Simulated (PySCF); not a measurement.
# Energy of Kr²⁺ (krypton, charge +2) between two integer charges

The 4p beta orbital of [Ar] 3d10 4s2 4p4 is emptied in steps (occupation f), with all orbitals relaxed, ending at [Ar] 3d10 4s2 4p3. Calculation: PySCF 2.14, in def2-SVP (5s4p3d, 32 functions); the non-relativistic Hamiltonian (point nucleus). The exact energy is a straight line in f; departures are measured from the line between the end points of the same method.

| f | UHF (eV) | LDA (eV) | PBE (eV) | PBE0 (eV) | r2SCAN (eV) | LC-wPBE (eV) | BHandHLYP (eV) | wB97X (eV) | CAM-B3LYP (eV) | TPSS (eV) |
| --- | --- | --- | --- | --- | --- | --- | --- | --- | --- | --- |
| 1 | 0.000 | 0.000 | 0.000 | 0.000 | 0.000 | 0.000 | 0.000 | 0.000 | 0.000 | 0.000 |
| 0.8 | 0.120 | -0.929 | -0.899 | -0.647 | -0.836 | -0.182 | -0.420 | -0.255 | -0.439 | -0.874 |
| 0.6 | 0.177 | -1.394 | -1.345 | -0.966 | -1.239 | -0.270 | -0.633 | -0.388 | -0.660 | -1.305 |
| 0.4 | 0.174 | -1.393 | -1.340 | -0.961 | -1.218 | -0.264 | -0.637 | -0.397 | -0.662 | -1.296 |
| 0.2 | 0.114 | -0.927 | -0.888 | -0.636 | -0.794 | -0.172 | -0.428 | -0.272 | -0.443 | -0.856 |
| 0 | 0.000 | 0.000 | 0.000 | 0.000 | 0.000 | 0.000 | 0.000 | 0.000 | 0.000 | 0.000 |

| method | E(f=0) − E(f=1) (eV) | −ε at f=1 (eV) | −ε at f=0.4 (eV) |
| --- | --- | --- | --- |
| UHF | 34.253 | 35.016 | 34.094 |
| LDA | 35.789 | 29.984 | 36.957 |
| PBE | 35.475 | 29.845 | 36.622 |
| PBE0 | 35.479 | 31.424 | 36.310 |
| r2SCAN | 35.567 | 30.292 | 36.701 |
| LC-wPBE | 35.651 | 34.497 | 35.898 |
| BHandHLYP | 35.505 | 32.886 | 36.014 |
| wB97X | 35.533 | 33.957 | 35.814 |
| CAM-B3LYP | 35.701 | 32.959 | 36.243 |
| TPSS | 35.478 | 30.002 | 36.610 |

Orbital energy along the path (eV):

| f | UHF | LDA | PBE | PBE0 | r2SCAN | LC-wPBE | BHandHLYP | wB97X | CAM-B3LYP | TPSS |
| --- | --- | --- | --- | --- | --- | --- | --- | --- | --- | --- |
| 1 | -35.016 | -29.984 | -29.845 | -31.424 | -30.292 | -34.497 | -32.886 | -33.957 | -32.959 | -30.002 |
| 0.8 | -34.694 | -32.303 | -32.113 | -33.065 | -32.474 | -34.979 | -33.921 | -34.560 | -34.051 | -32.218 |
| 0.6 | -34.386 | -34.629 | -34.376 | -34.697 | -34.625 | -35.448 | -34.962 | -35.174 | -35.145 | -34.427 |
| 0.4 | -34.094 | -36.957 | -36.622 | -36.310 | -36.701 | -35.898 | -36.014 | -35.814 | -36.243 | -36.610 |
| 0.2 | -33.815 | -39.276 | -38.834 | -37.891 | -38.648 | -36.320 | -37.088 | -36.515 | -37.351 | -38.737 |
| 0 | -33.550 | -41.570 | -40.985 | -39.419 | -40.310 | -36.680 | -38.209 | -37.252 | -38.486 | -40.751 |

Reference removal energy between the ground levels: 35.838 ± 0.02 eV (measured; NIST Atomic Spectra Database, ionization energies). The calculation has no spin-orbit coupling. UHF lacks correlation.
